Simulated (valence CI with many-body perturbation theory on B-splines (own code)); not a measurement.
Results of a calculation; reference values are marked as such.
# Pm⁴⁺: what each term of the Hamiltonian does

Level of theory: valence CI with perturbative core correlation (CI+MBPT): three valence electrons over a frozen Dirac-Fock core [Xe], a basis of 8 s, 8 p, 9 d, 9 f, 6 g, 3 h, 2 i functions for each j, with the one-electron correlation potential Σ1 (screened to all orders), the two-electron term Σ2, the three-electron term Σ3, Breit, model QED; the open f shell's mean field enters the energy denominators; selected single and double excitations, second order for the rest, scaled by the run's own slope (own B-spline code, finite nucleus).

With an open or low-lying f shell, different configurations can be misplaced against each other by up to about 5,000 cm⁻¹. No measured spectrum was set against this ion. As an estimate, terms of the open shell hold to a few per cent of their energy, and close levels can change places. Core correlation moves these levels by up to 3300 cm⁻¹, and in measured spectra 5 to 20 % of such shifts remained as error; rates that hang on mixing are uncertain with them. The list stops below the first excitations out of the core.

Each rung adds one term. CI alone is the Dirac-Coulomb CI over the frozen core; QED comes last and gives the full result, which names the levels. Energies are above 4f³ ⁴I°_9/2 on the same rung, in eV. A blank means that the level has no clear partner on that rung.

Names give the largest LS component (configuration and term), which can be under half, so a name can repeat, a term be missing and a line seem to break the LS rules; names also repeat where a configuration has a term twice. Letters in brackets count levels of one name in rising energy.

```
           Level  CI alone       Σ1       Σ2       Σ3    Breit      QED    Full
    4f³ ⁴I°_11/2    0.2471  +0.0381  +0.0473  +0.0010  -0.0272  +0.0017  0.3080
    4f³ ⁴I°_13/2    0.5121  +0.0762  +0.0933  +0.0015  -0.0561  +0.0033  0.6303
    4f³ ⁴I°_15/2    0.7894  +0.1133  +0.1375  +0.0011  -0.0860  +0.0048  0.9603
     4f³ ⁴F°_3/2     1.736  +0.0831  -0.1195  -0.0068  +0.0070  +0.0011   1.701
 4f³ ²H°_9/2 [a]     1.695  +0.0940  +0.1156  -0.0380  -0.0107  +0.0014   1.857
     4f³ ⁴F°_5/2     1.874  +0.1070  -0.0869  -0.0097  -0.0115  +0.0022   1.875
     4f³ ⁴F°_7/2     1.991  +0.1210  -0.0468  -0.0151  -0.0262  +0.0029   2.027
     4f³ ⁴S°_3/2     1.931  +0.1171  -0.0698  +0.0889  -0.0165  +0.0027   2.053
     4f³ ⁴F°_9/2     2.130  +0.1444  +0.0163  -0.0177  -0.0448  +0.0040   2.232
4f³ ²H°_11/2 [a]     2.113  +0.1572  +0.2110  -0.0367  -0.0520  +0.0041   2.397
 4f³ ²G°_7/2 [a]     2.404  +0.1490  +0.0686  -0.0223  -0.0166  +0.0026   2.585
     4f³ ⁴G°_5/2     2.633  +0.1232  -0.1928  +0.0161  +0.0049  +0.0015   2.586
    4f³ ²K°_13/2     2.732  +0.1433  +0.0501  -0.0149  -0.0398  +0.0027   2.873
     4f³ ⁴G°_7/2     2.825  +0.1569  -0.0600  -0.0167  -0.0264  +0.0035   2.882
     4f³ ⁴G°_9/2                              +0.0039  -0.0414  +0.0042   2.960
 4f³ ²D°_3/2 [a]     2.964  +0.1599  -0.0071  +0.0659  -0.0058  +0.0025   3.179
    4f³ ²K°_15/2     3.008  +0.1797  +0.0807  -0.0145  -0.0647  +0.0041   3.193
 4f³ ²G°_9/2 [a]                              -0.0377  -0.0648  +0.0058   3.202
    4f³ ⁴G°_11/2     3.201  +0.2051  -0.0734  +0.0082  -0.0643  +0.0052   3.281
     4f³ ²P°_1/2     3.203  +0.1826  +0.0147  +0.1155  -0.0144  +0.0032   3.505
 4f³ ²D°_5/2 [a]     3.280  +0.1987  +0.1139  +0.0288  -0.0329  +0.0042   3.592
     4f³ ²P°_3/2     3.616  +0.2467  +0.0907  +0.0747  -0.0512  +0.0059   3.983
     4f³ ⁴D°_3/2     4.277  +0.1998  -0.2699  +0.0362  -0.0030  +0.0026   4.243
     4f³ ⁴D°_5/2     4.314  +0.2011  -0.2905  +0.0334  +0.0014  +0.0023   4.262
    4f³ ²I°_11/2     4.249  +0.2008  -0.1492  +0.0590  -0.0274  +0.0029   4.335
     4f³ ⁴D°_1/2     4.373  +0.2209  -0.2713  +0.0343  -0.0186  +0.0036   4.342
    4f³ ²L°_15/2     4.443  +0.2145  -0.1793  +0.0118  -0.0560  +0.0039   4.438
    4f³ ²I°_13/2     4.413  +0.2295  -0.0937  +0.0714  -0.0579  +0.0044   4.567
     4f³ ⁴D°_7/2     4.622  +0.2491  -0.2510  +0.0258  -0.0304  +0.0045   4.620
    4f³ ²L°_17/2     4.662  +0.2383  -0.1705  +0.0138  -0.0782  +0.0047   4.671
 4f³ ²H°_9/2 [b]     4.866  +0.2418  -0.2123  -0.0001  -0.0325  +0.0040   4.867
```

The middle columns are the shifts that each term adds.

(1) How does the ionisation energy move along the ladder, and which term matters most?

Answers

(1) CI alone 48.902, + Σ1 53.177, + Σ2 62.207, + Σ3 62.221, + Breit 62.338, + QED 62.361 eV. The largest step is Σ2, 9.030 eV. NIST lists 61.7 ± 0.3 eV (semi-empirical).
